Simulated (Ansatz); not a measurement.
Reaction (ligand exchange at the Sn–C bond): `C[CH2][SnH2][SiH3]` + `[OH][AlH2]` → `[AlH2][O][SnH2][SiH3]` + `CC`

Program: Ansatz. Geometries: PBE0-D4/def2-TZVP. ΔE: electronic, gas phase. CCSD(T)/CBS adds triple-zeta CCSD(T) − MP2 to the extrapolated MP2 energy (def2 sets, frozen cores). This one scheme is used for every species. DFT in def2-TZVPP. B3LYP here is the variant with VWN-RPA as its local correlation; programs differ in this. def2 core potentials past Kr. For Sn outer-core shells are correlated without core-valence functions, which leaves a few kJ/mol of doubt a bond. Each species was taken in one conformer, which may not be the lowest.

| level | ΔE (eV) |
| --- | --- |
| B3LYP-D4 | -0.62 |
| ωB97X-V | -0.61 |
| PBE0 | -0.54 |
| B3LYP | -0.64 |
| MP2/def2-TZVPP | -0.51 |
| SCS-MP2/def2-TZVPP | -0.59 |
| MP2/def2-QZVPP | -0.53 |
| CCSD/CBS(def2) | -0.58 |

(1) What does CCSD(T)/CBS give? (Estimate.)

Largest T1 diagnostic among the species: 0.014.

Answers

(1) Ansatz gave: -0.56 eV. The listed levels differ from it by -0.06, -0.05, 0.02, -0.08, 0.05, -0.03, 0.03, -0.02 eV.

In def2-TZVPP, CCSD(T) changes the Hartree–Fock value by +0.22 eV (the triples alone add +0.01 eV) and MP2 by +0.25 eV.
